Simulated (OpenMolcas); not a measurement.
# Co3+: effect of the ligand basis

Co3+ with 6 ligands (fluoride) in octahedral coordination (Oh) at 1.92 Å. A charge of +0.5 e stands 2.8 Å behind each ligand.

| Quantity | Value |
| --- | --- |
| Program | OpenMolcas |
| Method | CASSCF |
| Spin-orbit coupling | RASSI with atomic mean-field integrals over the reference wave functions |

Fixed: metal basis ANO-RCC-VTZP, active space 6 electrons in 5 orbitals (3d), DKH2 Hamiltonian.

States (labels of O, the rotations of Oh). Energies in cm-1 above the lowest state or level, χT in cm3 K/mol; under a threefold ground state the first gap can be a small split of the lowest multiplet, not the spin-orbit step; 10Dq and B are least-squares fits to the states below 45000 cm-1, weighted by degeneracy, with a free offset, and given where the rms deviation is under 5 % of |10Dq| (or 100 cm-1) and under 700 cm-1.

```json
{"Run": "A", "Ligand basis": "ANO-RCC-VDZP", "Ground state": "5T2", "First state of that spin": "5E 9894", "10Dq": "10334", "B (rms of fit)": "1237 (180)", "First gap with spin-orbit (degeneracies)": "270.9 (3, 2)", "χT at 300 K": "4.182", "First state of another spin": "3T1 16090", "Cost": "roughly 50 core-seconds"}
{"Run": "B", "Ligand basis": "ANO-RCC-VTZP", "Ground state": "5T2", "First state of that spin": "5E 9727", "10Dq": "10162", "B (rms of fit)": "1243 (174)", "First gap with spin-orbit (degeneracies)": "270.3 (3, 2)", "χT at 300 K": "4.186", "First state of another spin": "3T1 16377", "Cost": "roughly 2.5 core-minutes"}
```

Against A, |10Dq| changes by -1.7 % in B.

Costs are those of the RASSCF and RASSI steps.

An orbital triplet at a regular site is open to Jahn-Teller coupling, which can distort the site and quench the lowest spin-orbit gaps and is left out. Without dynamic correlation the repulsion within the d shell is too large (B by tens of per cent), so at a given field states of lower spin stand too high. CASSCF with metal d orbitals alone favours high spin, so a ground state of lower spin is not ruled out. Ligand-to-metal charge-transfer states are missing. With no ligand orbital active B as a rule stays too high, so bands that hang on it stand too high and its fall with covalency is understated. With metal d orbitals alone and no dynamic correlation the field as a rule comes out too small, by tens of per cent, by up to half for chloride and softer ligands, and with too little covalency χT stands high. No measured value stands beside these numbers; the geometry is a model, was not optimised and need not be the one that this ion takes.
